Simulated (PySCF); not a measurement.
Zn(I)(Et) (C₂H₅IZn), SMILES [I][Zn][CH2]C. Atoms are numbered in the order given.

```xyz
9

Zn     0.2455     0.8713     0.0000
I     -0.0881    -1.5550     0.0000
C      0.5086     2.8052     0.0000
C     -0.7748     3.6302     0.0000
H      1.1285     3.0472    -0.8804
H      1.1285     3.0472     0.8804
H     -1.3990     3.4295     0.8852
H     -1.3990     3.4295    -0.8852
H     -0.5604     4.7127     0.0000
```

Geometry: PBE0-D3(BJ)/def2-SVP. The structure was generated by enumeration; whether it is a known compound was not checked. The def2 effective core potentials stand for the cores of I; spin–orbit coupling is left out. The values are those of a single conformer.

The numbers are results of TDA-LC-ωPBE/def2-SVPD (PySCF), not measurements.

Vertical excitations. Gas-phase values at a fixed geometry. State labels are in the subgroup Cs.

Estimate the UV-visible absorptions. (An estimate is asked for; the answer gives what the named calculation found.)


```json
[
 {"state": "S1", "symmetry": "A\"", "energy (eV)": "6.16", "λ (nm)": "201", "f": "0.039", "main pairs": "HOMO→LUMO 86 %"},
 {"state": "S2", "symmetry": "A'", "energy (eV)": "6.16", "λ (nm)": "201", "f": "0.037", "main pairs": "HOMO−1→LUMO 85 %"},
 {"state": "S3", "symmetry": "A'", "energy (eV)": "6.55", "λ (nm)": "189", "f": "0.028", "main pairs": "HOMO−2→LUMO+1 85 %"},
 {"state": "S4", "symmetry": "A\"", "energy (eV)": "6.60", "λ (nm)": "188", "f": "0.000", "main pairs": "HOMO→LUMO+1 90 %"},
 {"state": "S5", "symmetry": "A\"", "energy (eV)": "6.62", "λ (nm)": "187", "f": "0.021", "main pairs": "HOMO−2→LUMO+2 88 %"},
 {"state": "S6", "symmetry": "A'", "energy (eV)": "6.62", "λ (nm)": "187", "f": "0.000", "main pairs": "HOMO−1→LUMO+1 50 %, HOMO→LUMO+2 42 %"},
 {"state": "S7", "symmetry": "A\"", "energy (eV)": "6.63", "λ (nm)": "187", "f": "0.001", "main pairs": "HOMO−1→LUMO+2 90 %"},
 {"state": "S8", "symmetry": "A'", "energy (eV)": "6.74", "λ (nm)": "184", "f": "0.166", "main pairs": "HOMO−2→LUMO 57 %, HOMO→LUMO+2 18 %, HOMO−1→LUMO+1 11 %"},
 {"state": "S9", "symmetry": "A'", "energy (eV)": "7.34", "λ (nm)": "169", "f": "0.553", "main pairs": "HOMO→LUMO+2 24 %, HOMO−1→LUMO+1 22 %, HOMO−2→LUMO 21 %, HOMO−3→LUMO 12 %"},
 {"state": "S10", "symmetry": "A\"", "energy (eV)": "8.12", "λ (nm)": "153", "f": "0.108", "main pairs": "HOMO→LUMO+7 63 %, HOMO→LUMO+3 16 %"},
 {"state": "T1", "symmetry": "A'", "energy (eV)": "5.58", "λ (nm)": "222", "f": "0", "main pairs": "HOMO−2→LUMO 81 %"},
 {"state": "T2", "symmetry": "A\"", "energy (eV)": "5.75", "λ (nm)": "216", "f": "0", "main pairs": "HOMO→LUMO 84 %"},
 {"state": "T3", "symmetry": "A'", "energy (eV)": "5.75", "λ (nm)": "216", "f": "0", "main pairs": "HOMO−1→LUMO 84 %"},
 {"state": "T4", "symmetry": "A'", "energy (eV)": "6.06", "λ (nm)": "205", "f": "0", "main pairs": "HOMO−2→LUMO+1 86 %"}
]
```
Triplets are in the Tamm–Dancoff approximation.
